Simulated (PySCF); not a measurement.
**[Lu(H2O)4]3+: one run**

[Lu(H2O)4]3+ (singlet in the valence; each metal's 4f electrons, 14 of them, lie in its core potential, out of spins and levels). PySCF 2.14.0, RKS B3LYP, Lu lcecp-1-SVP with ECP60, O def2-SVP, H def2-SVP; non-relativistic Hamiltonian with scalar-relativistic core potentials where named; density fitting; no spin-orbit coupling. Purpose: finer grid at the relaxed geometry.

```python
mol = gto.M(atom='''
Lu    -0.00000    -0.00000     0.00000
O      1.31954     1.29883     1.23053
H      2.13096     1.04525     1.73509
H      1.23871     2.26995     1.39663
O     -1.31954    -1.23053     1.29883
H     -1.23871    -1.39663     2.26996
H     -2.13096    -1.73509     1.04525
O      1.31954    -1.29883    -1.23053
H      1.23871    -2.26995    -1.39663
H      2.13096    -1.04525    -1.73509
O     -1.31954     1.23053    -1.29883
H     -2.13096     1.73509    -1.04525
H     -1.23871     1.39663    -2.26996''',
    basis={'Lu': 'lcecp-1-SVP', 'O': 'def2-SVP', 'H': 'def2-SVP'},
    ecp={'Lu': 'lcecp-1-SVP'},
    charge=3, spin=0)
mf = dft.RKS(mol, xc='B3LYP')
mf.grids.atom_grid = (75, 302)  # f atoms: unpruned, at least (60, 302)
mf = mf.density_fit()  # fitting sets: Lu AutoAux, O def2-universal-JKFIT, H def2-universal-JKFIT
mf.conv_tol = 1e-09; mf.max_cycle = 55
mf.kernel(dm0)  # dm0: converged density of the relaxed state
mf.nuc_grad_method().kernel()
```

Run from Python with OMP_NUM_THREADS=2; the lines above give its settings. Where DIIS fails, smearing, a level shift and second-order steps follow.
It took 46 s on 2 threads of Arm Neoverse N1 (shared host), with gradient, populations and further properties, from an already converged density.

Q: Where do the frontier levels lie, over both spins?

A: HOMO -24.30 eV, LUMO -15.27 eV. The 4f levels lie in the core potential and are missing.

Q: What are the Mulliken charges and spins?

A: 
| atom | charge (e) | spin (e) |
| --- | --- | --- |
| Lu1 | 1.614 | 0.000 |
| O2 | -0.298 | 0.000 |
| H3 | 0.322 | 0.000 |
| H4 | 0.323 | 0.000 |
| O5 | -0.298 | 0.000 |
| H6 | 0.323 | 0.000 |
| H7 | 0.322 | 0.000 |
| O8 | -0.298 | 0.000 |
| H9 | 0.323 | 0.000 |
| H10 | 0.322 | 0.000 |
| O11 | -0.298 | 0.000 |
| H12 | 0.322 | 0.000 |
| H13 | 0.323 | 0.000 |

Q: What forces act on the atoms (eV/Å)?

A: 
```
Lu   0.00  0.00  0.00
O    0.00 -0.01  0.00
H   -0.01  0.00  0.00
H    0.00  0.00  0.00
O    0.00  0.00 -0.01
H    0.00  0.00  0.00
H    0.01  0.00  0.00
O    0.00  0.01  0.00
H    0.00  0.00  0.00
H   -0.01  0.00  0.00
O    0.00  0.00  0.01
H    0.01  0.00  0.00
H    0.00  0.00  0.00
```
Forces carry noise of the integration grid, about 0.01 to 0.03 eV/Å.

An lcecp potential fixes the number of 4f electrons, so in runs with it no electron can move into or out of that shell.
